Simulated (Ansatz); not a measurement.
Gas-phase electronic energies from Ansatz, PBE0-D4/def2-TZVP geometries. CCSD(T)/CBS is the MP2 limit (def2-TZVPP, def2-QZVPP) plus CCSD(T) − MP2 in def2-TZVPP, frozen cores. This one scheme is used for every species. Functionals use def2-TZVPP. Elements past krypton have def2 core potentials. For Nb outer-core shells are correlated without core-valence functions, which leaves a few kJ/mol of doubt a bond. Each species was taken in one conformer, which may not be the lowest.

Reaction (ligand exchange at the Nb–F bond): `[NH]=[Nb]([F])([F])[Cl]` + NH₃ → `[NH]=[Nb]([NH2])([F])[Cl]` + H–F

```tsv
level	ΔE (kcal/mol)
PBE-D4	16.9
r2SCANh-D4	17.6
CAM-B3LYP-D4	17.7
ωB97M-V	17.2
B2PLYP	16.9
r2SCAN	18.5
r2SCAN0	17.0
LC-ωPBE	18.9
```

Q: What does CCSD(T)/CBS give? (Estimate.)

A: Computed: +14.0 kcal/mol. The listed levels differ from it by 2.9, 3.6, 3.7, 3.2, 2.9, 4.5, 3.0, 4.9 kcal/mol.

Largest T1 diagnostic among the species: 0.020, so the coupled-cluster value is less sure than usual.

In def2-TZVPP, CCSD(T) changes the Hartree–Fock value by −4.2 kcal/mol (the triples alone add −0.5 kcal/mol) and MP2 by −5.5 kcal/mol. From BLYP to BHLYP (50 % exact exchange), in def2-TZVPP and without D4, ΔE moves by −1.6 kcal/mol.

CCSD(T)/CBS has its own doubt, a few kJ/mol and more with outer-core shells, so smaller differences from it don't rank the levels.
